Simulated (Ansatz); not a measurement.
`C[SiH](O)S` + H–F → `C[SiH](O)F` + H₂S at 500 K and 1 bar (ligand exchange at the Si–S bond).

Gas-phase electronic energies from Ansatz, PBE0-D4/def2-TZVP geometries. CCSD(T)/CBS adds triple-zeta CCSD(T) − MP2 to the extrapolated MP2 energy (def2 sets, frozen cores). This one scheme is used for every species. Each species was taken in one conformer, which may not be the lowest.

```
     species  CCSD(T)/CBS energy (Eh)  H − E (kJ/mol)  S (J/(mol·K))
`C[SiH](O)S`               -803.78841           229.0          400.1
         H–F               -100.39570            39.4          188.7
`C[SiH](O)F`               -505.24344           204.8          370.6
         H₂S               -398.97279            57.0          224.0
```

H − E and S are ideal-gas, rigid-rotor, harmonic terms from PBE0-D4/def2-TZVP, for one conformer and one mirror image of each species. 1 Eh = 2625.50 kJ/mol, R = 8.31446 J/(mol·K).

Q: By hand: ΔE, ΔH, ΔS and ΔG.

A: ΔE = (-505.24344) + (-398.97279) − (-803.78841) − (-100.39570) = -0.03212 Eh = -84.3 kJ/mol. Δ(H − E) = 204.8 + 57.0 − 229.0 − 39.4 = -6.6, so ΔH = -90.9 kJ/mol. ΔS = 370.6 + 224.0 − 400.1 − 188.7 = 5.8 J/(mol·K). ΔG = -90.9 − 500 × (5.8)/1000 = -93.8 kJ/mol.

Q: By hand: the equilibrium constant, and the temperature at which ΔG would vanish if ΔH and ΔS stayed fixed.

A: log₁₀ K = −ΔG/(RT ln 10) = 9.8. ΔH and −TΔS have one sign here, so there is no such temperature.

The number of gas molecules stays the same, so ΔS is small and ΔH decides. A doubt of 5 kJ/mol in ΔE shifts log₁₀ K by 0.5 here. Other conformers and mirror images would add mixing entropy, several J/(mol·K) or more a flexible species. These are equilibria of isolated gas molecules and say nothing of rates. Largest T1 diagnostic: 0.011 (customary marks: 0.02 for closed shells, 0.045 for open ones).

ΔS is within the doubt of such terms, so its sign, and with it that verdict, could turn.
